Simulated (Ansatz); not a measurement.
Gas-phase reaction in SMILES: CC/C=C\CC -> [CH2]C/C=C\CC + H atom (the C-H bond at the site shown breaks; other sites are not compared here)
Structures are relaxed separately at B3LYP-D3(BJ)/def2-TZVP in Ansatz (a first-principles code), one conformer each, not searched for the lowest.
Geometry of the first species:
```
C
C 1 1.3314
H 2 1.0875 1 117.48
H 1 1.0875 2 117.48 3 1.09
C 1 1.4992 4 114.71 2 -178.80
H 5 1.0907 1 110.93 4 -173.23
H 5 1.0955 6 106.33 1 -118.11
C 2 1.4992 3 114.71 1 -178.80
H 8 1.0907 2 110.93 3 -173.23
H 8 1.0955 9 106.33 6 -132.75
C 5 1.5331 6 109.60 7 -117.40
H 11 1.0915 5 110.73 6 -61.19
H 11 1.0917 12 108.27 5 -122.10
H 11 1.0923 12 107.64 13 -116.39
C 8 1.5331 9 109.60 10 -117.40
H 15 1.0915 8 110.73 9 -61.19
H 15 1.0917 16 108.27 8 -122.10
H 15 1.0923 16 107.64 17 -116.39
```

Property: bond dissociation energy (electronic energy difference), in kcal/mol. Cores are frozen in the correlated levels unless marked. UHF or UKS for open shells. Spin-orbit coupling is left out. Non-relativistic. CBS(X,Y): correlation extrapolated as X^-3; Hartree-Fock from the larger set. [CCSD(T)-MP2]/basis is that difference in the basis named.

```
level                                                     program  bond dissociation energy (kcal/mol)
-------------------------------------------------  --------------  -----------------------------------
HF/cc-pVTZ                                                 Ansatz                                 83.3
B3LYP/def2-TZVPD                                           Ansatz                                106.6
PBE0-D3(BJ)/def2-TZVPD                             Ansatz + dftd3                                105.3
PBE0-D4/def2-TZVPD                                 Ansatz + dftd4                                105.3
BHLYP-D3(BJ)/def2-TZVPD                            Ansatz + dftd3                                105.9
BHLYP-D4/def2-TZVPD                                Ansatz + dftd4                                105.8
r2SCAN0-D4/def2-TZVPD                              Ansatz + dftd4                                103.7
CAM-B3LYP-D3(BJ)/def2-TZVPD                        Ansatz + dftd3                                107.5
wB97X-V/def2-TZVPD                                         Ansatz                                108.5
B2GP-PLYP/def2-TZVPD                                       Ansatz                                106.8
B2PLYP-D4/def2-TZVPD                               Ansatz + dftd4                                106.9
MP2/6-31G                                                  Ansatz                                 99.2
RI-MP2/cc-pVQZ                                             Ansatz                                109.2
CCSD/STO-3G                                                Ansatz                                125.6
RI-MP2/CBS(cc-pVTZ,cc-pVQZ)+[CCSD(T)-MP2]/cc-pVTZ          Ansatz                                110.0
```
